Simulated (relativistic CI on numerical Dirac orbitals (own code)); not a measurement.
Spin-allowed bands of a d2 ion in an octahedral site, by hand

Problem. Take Δ = 10150 cm⁻¹ and B = 670 cm⁻¹ for a d2 ion in an octahedral site. Calculate the three spin-allowed bands.

Working.
1. The terms of highest spin are 3F (energy 0) and 3P (15B = 10050 cm⁻¹). Here the F term splits into A2 at +1.2Δ = 12180, T2 at +0.2Δ = 2030 and T1 at −0.6Δ = -6090 cm⁻¹.
2. The two T1 states mix through the element 0.4Δ: H = [[-6090, 4060], [4060, 10050]], with roots ½(H₁₁ + H₂₂) ∓ ½√[(H₂₂ − H₁₁)² + 4H₁₂²] = ½(3960) ∓ ½(18067) = -7054 and 11014 cm⁻¹.
3. The ground term is 3T1 at -7054 cm⁻¹.
4. Bands: 3T2 9084 cm⁻¹ (1101 nm), 3T1(P) 18067 cm⁻¹ (553 nm), 3A2 19234 cm⁻¹ (520 nm).

Check. Exact diagonalisation of the whole d2 shell with these parameters gives 3T2 9084, 3T1 18067, 3A2 19234 cm⁻¹. The match is exact, since without spin-orbit coupling no other term has this spin. The ratio of the second band to the first, 1.989, depends on Δ/B = 15.1 alone, which is how a Tanabe-Sugano diagram is read.
